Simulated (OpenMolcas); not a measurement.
# Ta+: from CASSCF to CASPT2

```yaml
Program: OpenMolcas 26.06
Basis: ANO-R2 [8s6p5d3f1g]
Scalar_Hamiltonian: X2C, finite nucleus
Active_space: 4 electrons in 6 orbitals (5d 6s)
State_averaging: 2S+1 = 5 even, 15 roots; 2S+1 = 3 even, 95 roots kept (CI in the orbitals of an earlier block); 2S+1 = 1 even, 77 roots kept (CI in the orbitals of an earlier block)
Spin-orbit_coupling: state interaction with AMFI integrals over the reference wave functions, term energies averaged over their components
```

Methods on the same reference wave functions:
A. CASSCF
B. SS-CASPT2, IPEA 0.25 Eh, imaginary shift 0.1 Eh (closed shells correlated: 5s 5p)
C. MS-CASPT2, IPEA 0.25 Eh, imaginary shift 0.1 Eh (closed shells correlated: 5s 5p)

Energies in cm⁻¹ above 5d³ 6s ⁵F₁, the measured ground level; measured values from NIST Handbook of Basic Atomic Spectroscopic Data.

| Level | A | B | C | Measured |
| --- | --- | --- | --- | --- |
| 5d³ 6s ⁵F₁ | 0.0 | 0.0 | 0.0 | 0.0 |
| 5d³ 6s ⁵F₂ | 1101 | 1086 | 1086 | 1031 |
| 5d³ 6s ⁵F₃ | 2701 | 2770 | 2770 | 2642 |
| 5d³ 6s ⁵F₄ | 4560 | 4620 | 4620 | 4416 |
| 5d³ 6s ³P₀(1) | 6220 | 3180 | 3180 |  |
| 5d³ 6s ⁵F₅ | 6511 | 6520 | 6520 | 6187 |
| 5d³ 6s ³P₁(1) | 7525 | 4670 | 4670 |  |
| 5d³ 6s ³P₂(1) [53 %] | 8288 | 5220 | 5220 |  |
| 5d² 6s² ³F₂ | 10576 | 4270 | 4270 | 3180 |
| 5d³ 6s ⁵P₁ | 12669 | 11370 | 11370 |  |
| 5d² 6s² ³F₃ | 12695 | 6770 | 6770 | 6831 |
| 5d⁴ ⁵D₀ [75 %] | 14404 | 13770 | 13770 |  |
| 5d² 6s² ³F₄ [61 %] | 14417 | 8990 | 8990 | 9746 |
| 5d³ 6s ⁵P₃ | 14443 | 13270 | 13270 |  |
| 5d⁴ ⁵D₁ | 15006 | 14540 | 14540 |  |
| 5d⁴ ⁵D₃ | 17083 | 16950 | 16950 |  |
| 5d³ 6s ³G₅ [60 %] | 17538 | 15580 | 15580 |  |
| 5d³ 6s ³D₁(1) [51 %] | 19457 | 16120 | 16120 |  |
| 5d³ 6s ³P₀(2) | 21409 | 18110 | 18110 |  |
| 5d³ 6s ³H₅ [70 %] | 21564 | 19590 | 19590 |  |
| 5d³ 6s ³H₆ | 21699 | 19700 | 19700 |  |
| 5d³ 6s ³P₁(2) [56 %] | 21739 | 18620 | 18620 |  |
| 5d³ 6s ³D₃(1) | 22587 | 19740 | 19740 |  |
| 5d⁴ ³H₅ | 30516 | 28440 | 28440 |  |

Deviations, from unrounded energies. A percentage is the sum of absolute deviations over the sum of measured energies, with the sign that they share, or ± where signs differ.

```csv
Against measurement,Levels,A,B,C
mean absolute deviation (cm-1),7,2600,370,370
fine structure of the ground term (%),4,+4.2,+5.0,+5.0
other configurations (%),3,+90.8,±9.6,±9.6
```

B, C lie about equally close to measurement and A furthest from it. The largest miss of C in the table is 5d² 6s² ³F₂, by +1100 cm-1. The ranking rests on the paired levels alone, and a cruder setting can come out closer through cancelling errors.

Between B and C no level of the table moves by more than 5 cm-1.

The two smallest mean deviations differ by little beside CASPT2's spread within terms, so their order carries little weight.

From A to B the spin-free energies of the other terms of 5d³ 6s shown, above ⁵F, scale by factors of 0.42 to 0.87.

The lowest spin-free term lies below A's lowest term by 0.248 hartree in B, 0.248 hartree in C.

CASPT2 does not keep the components of a term degenerate, so their means are used; among the terms shown or strongly mixed into the levels shown the widest spread is 670 cm-1 (5d³ 6s ⁵F, C). Terms from blocks run as CI alone lack orbitals of their own. Configurations are named by rounded mean occupations; where the s occupation lies near a half they are strongly mixed, a name can repeat and a true partner stay unpaired. A single d shell beside an s shell can misplace configurations of different d count against each other. Without dynamic correlation excited terms often stand tens of per cent too high (terms of higher spin than the ground term too low), and those without a measured partner can miss by more than the paired ones (holds for A). Blocks of more than 70 roots (2S+1 = 3 even, 1 even) ran without multistate coupling (holds for C). Measured partners are found by configuration, term and J. A level has none where our copy of the source lacks it or the pairing is in doubt (some pairs that miss far off the trend of their configuration count as doubtful), and it then counts in no deviation. Only configurations of the active space appear. The table leaves out levels that lie high or whose names do not pair safely across all columns.

A share in square brackets marks a mixed level and gives the weight of the term that names it, the lowest over the columns. A number in round brackets counts repeated terms of one configuration in the order of the reference energies.
